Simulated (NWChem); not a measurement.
# CH2NO, doublet; SMILES C([NH])=O

```xyz
5

N      0.1862    -1.1364    -0.0264
C     -0.4472     0.0356     0.0288
O      0.2369     1.0876    -0.0144
H      1.1755    -1.0713     0.2778
H     -1.5611     0.0510    -0.0381
```
Atoms are numbered in this order, from 1.

Program: NWChem. Spin-unrestricted. All runs use the structure optimised with PBE-D3(BJ)/def2-SVP, spin-unrestricted. No stability test was run on the SCF state. Level: PBE0/def2-SVP with SMD (1 M gas to 1 M solution), gas-phase geometry. Reactions with the solvent are ignored.

For solvent water:

solvation free energy (kcal/mol): -4.5
cavity-dispersion-structure term (kcal/mol): 2.3
dipole in solution (D): 1.78

**Question.** Estimate the same quantities for solvent toluene.

**Answer.** 
* **solvation free energy (kcal/mol)**: -2.2
* **cavity-dispersion-structure term (kcal/mol)**: 0.6
* **dipole in solution (D)**: 1.35
